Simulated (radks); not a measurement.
Problem. All-electron atom: Gd19+ in [Kr] 4d9. Method: Dirac Kohn-Sham, relativistic LDA (MacDonald-Vosko exchange, VWN5 correlation), spin-unpolarised, spherical densities, finite nucleus; open shells fill j = l - 1/2 first; Fermi nuclear charge, rms radius 5.1569 fm; computed with a radial shooting solver on a logarithmic mesh with Libxc functionals. Some entries of the table are withheld. Estimate them.

orbital,occ.,eigenvalue (hartree),<1/r> (bohr^-1)
1s1/2,2,-1844.868,71.34
2s1/2,2,-319.7092,17.03
2p1/2,2,-304.8090,(1)
2p3/2,4,-279.5315,(2)
3s1/2,2,(3),6.221
3p1/2,2,-78.22006,6.140
3p3/2,4,-73.01021,5.643
3d3/2,4,-61.68010,5.523
3d5/2,6,-60.53980,5.399
4s1/2,2,-30.01563,2.723
4p1/2,2,-27.41249,2.637
4p3/2,4,-26.09739,2.475
4d3/2,4,-21.73996,2.317
4d5/2,5,-21.47865,2.279

Solution. 
(1) 2p1/2 <1/r> (bohr^-1): 17.02
(2) 2p3/2 <1/r> (bohr^-1): 15.05
(3) 3s1/2 eigenvalue (hartree): -84.72930
